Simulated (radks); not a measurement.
These are the eigenvalues of the occupied orbitals of an atom or ion with whole-number occupations (eV). All-electron calculation, Dirac Kohn-Sham, BLYP, spin-unpolarised, spherical densities, point nucleus. Program: a radial shooting solver on a logarithmic mesh with Libxc functionals.

orbital  eigenvalue
1s1/2     -20396.06
2s1/2     -3370.043
2p1/2     -3148.870
2p3/2     -3041.738
3s1/2     -983.8251
3p1/2     -900.7393
3p3/2     -880.6107
3d3/2     -739.0474
3d5/2     -734.9389

Which element is it, and in what charge state? The configuration may be excited. Open shells, if any, fill j = l - 1/2 first.

Answer. Z = 42, molybdenum, charge +18: Mo18+ in [Ar] 3d6. The list shows which subshells hold electrons but not how many an open one holds; the 1s level, -749.54 hartree, gives Z - s = 38.7 by -(Z - s)^2/2, which with screening and relativity narrows Z to a few neighbours, and the depths of the outer levels then fix element, charge and occupations together.
